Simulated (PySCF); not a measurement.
Cl₃HSTi, SMILES [SH][Ti]([Cl])([Cl])[Cl], multiplicity 1.

Coordinates come from a PBE-D3(BJ)/def2-SVP optimisation. The spin state was assumed, not searched. The structure was generated by enumeration; whether it is a known compound was not checked. The values are those of a single conformer.

All values below come from PBE-D3(BJ)/def2-SVP run with PySCF 2.14.0.

Frequencies are harmonic and unscaled.

```json
[
 {"mode": "1", "ν (cm⁻¹)": "88", "IR (km/mol)": "7.9", "moving atoms (share of kinetic energy)": "Cl 63 %, H 28 %, S 9 %"},
 {"mode": "2", "ν (cm⁻¹)": "102", "IR (km/mol)": "0.0", "moving atoms (share of kinetic energy)": "Cl 59 %, S 34 %"},
 {"mode": "3", "ν (cm⁻¹)": "122", "IR (km/mol)": "0.3", "moving atoms (share of kinetic energy)": "Cl 78 %, Ti 17 %"},
 {"mode": "4", "ν (cm⁻¹)": "126", "IR (km/mol)": "0.0", "moving atoms (share of kinetic energy)": "Cl 56 %, S 24 %, Ti 19 %"},
 {"mode": "5", "ν (cm⁻¹)": "127", "IR (km/mol)": "1.1", "moving atoms (share of kinetic energy)": "Cl 53 %, S 25 %, Ti 19 %"},
 {"mode": "6", "ν (cm⁻¹)": "157", "IR (km/mol)": "22.1", "moving atoms (share of kinetic energy)": "H 69 %, Cl 17 %, S 14 %"},
 {"mode": "7", "ν (cm⁻¹)": "358", "IR (km/mol)": "0.2", "moving atoms (share of kinetic energy)": "Cl 66 %, S 28 %"},
 {"mode": "8", "ν (cm⁻¹)": "428", "IR (km/mol)": "42.6", "moving atoms (share of kinetic energy)": "H 44 %, Ti 29 %, Cl 21 %"},
 {"mode": "9", "ν (cm⁻¹)": "477", "IR (km/mol)": "95.1", "moving atoms (share of kinetic energy)": "Ti 40 %, Cl 25 %, S 20 %, H 14 %"},
 {"mode": "10", "ν (cm⁻¹)": "483", "IR (km/mol)": "96.6", "moving atoms (share of kinetic energy)": "Ti 54 %, Cl 46 %"},
 {"mode": "11", "ν (cm⁻¹)": "524", "IR (km/mol)": "52.8", "moving atoms (share of kinetic energy)": "Ti 37 %, H 33 %, Cl 21 %, S 9 %"},
 {"mode": "12", "ν (cm⁻¹)": "2580", "IR (km/mol)": "5.4", "moving atoms (share of kinetic energy)": "H 97 %"}
]
```
